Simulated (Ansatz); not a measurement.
Consider the cleavage of the Si–Ga bond: `[SiH3]C[SiH2][GaH2]` + H₂Te → `[SiH3]C[SiH2][TeH]` + `[GaH3]`.

Program: Ansatz. Geometries: PBE0-D4/def2-TZVP. ΔE: electronic, gas phase. CBS: MP2 limit from def2 TZ/QZ plus the TZ coupled-cluster correction, frozen cores. Elements past krypton have def2 core potentials. For Ga, Te outer-core shells are correlated without core-valence functions, which leaves a few kJ/mol of doubt a bond. Scalar relativity is left out up to krypton. One conformer a species, not always the lowest.

```tsv
species	CCSD(T)/CBS(def2) energy (Eh)
`[SiH3]C[SiH2][GaH2]`	-2545.55264
H₂Te	-268.91024
`[SiH3]C[SiH2][TeH]`	-888.77343
`[GaH3]`	-1925.70545
```

(1) Work out ΔE.

Largest T1 diagnostic among the species: 0.013.

Answers

(1) ΔE = (-888.77343) + (-1925.70545) − (-2545.55264) − (-268.91024) = -0.01600 Eh = -42.0 kJ/mol.

In def2-TZVPP, CCSD(T) changes the Hartree–Fock value by +27.1 kJ/mol (the triples alone add +2.2 kJ/mol) and MP2 by +14.9 kJ/mol. From PBE to PBE0 (25 % exact exchange), in def2-TZVPP and without D4, ΔE moves by −5.7 kJ/mol.
